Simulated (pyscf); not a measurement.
**•HP–GeH₃ (SMILES [PH][GeH3]), doublet**

Gas-phase minimum from PySCF at ωB97X-D3(BJ)/def2-SVP, one conformer. Other isomers of •HP–GeH₃ were not searched in full and may lie lower. 

SMILES: [PH][GeH3]
```xyz
6

P     -0.0150     0.0219     1.8527
Ge     1.1948    -0.1015    -0.1058
H     -0.6320    -1.2451     1.6133
H      0.2463    -0.2287    -1.3101
H      2.1266    -1.3252    -0.0765
H      2.0384     1.1723    -0.2583
```
Charge 0, spin multiplicity 2.

Bond lengths (Å): P1–Ge2 2.305, P1–H3 1.429, Ge2–H4 1.538, Ge2–H5 1.538, Ge2–H6 1.535. Angles (°): Ge2–P1–H3 92.1, P1–Ge2–H4 110.2, P1–Ge2–H5 110.1, P1–Ge2–H6 109.2, H4–Ge2–H5 108.8, H4–Ge2–H6 109.2, H5–Ge2–H6 109.2.

Properties at ωB97X-D3(BJ)/def2-SVP:

- Harmonic wavenumbers, unscaled: 167, 388, 473, 476, 770, 840, 902, 902, 2173, 2175, 2195, 2426 cm⁻¹
- Zero-point energy: 19.9 kcal/mol
- Rotational symmetry number: 1
- Entropy of this conformer at 298 K and 1 atm, rigid rotor and harmonic oscillator, modes under 100 cm⁻¹ raised to 100: 294.0 J/(mol K)
- Dipole moment: 0.83 D
- Spin expectation value S2: 0.754

Single-point totals, which compare only within one level (frozen core for MP2 and CC):

| level | total energy (hartree) |
|---|---|
| ωB97X-D3(BJ)/def2-TZVP | -2420.70720 |
| PBE/def2-TZVP | -2420.24438 |
| r²SCAN/def2-TZVP | -2420.69203 |
| B3LYP-D3(BJ)/def2-TZVP | -2420.80693 |
| PBE0-D3(BJ)/def2-TZVP | -2420.33725 |
| M06-2X/def2-TZVP | -2420.69729 |
| ωB97M-D3(BJ)/def2-TZVP | -2420.78754 |
| UHF/def2-TZVPP | -2418.42133 |
| MP2/def2-TZVPP | -2418.81614 |
| CCSD/def2-TZVPP | -2418.85172 |
| CCSD(T)/def2-TZVPP | -2418.86760 |

Soft torsions are taken as harmonic, which can shift the entropy by several J/(mol K). The CCSD(T) − MP2 part came from Ansatz, without density fitting, on the same reference. The frozen core leaves the outer d or s,p core shells of the metals and heavy elements correlated in the MP2 and CC values, and def2-TZVPP describes them poorly, so these totals are far from the basis limit. Elements up to Kr have no core potential and no relativistic terms here.
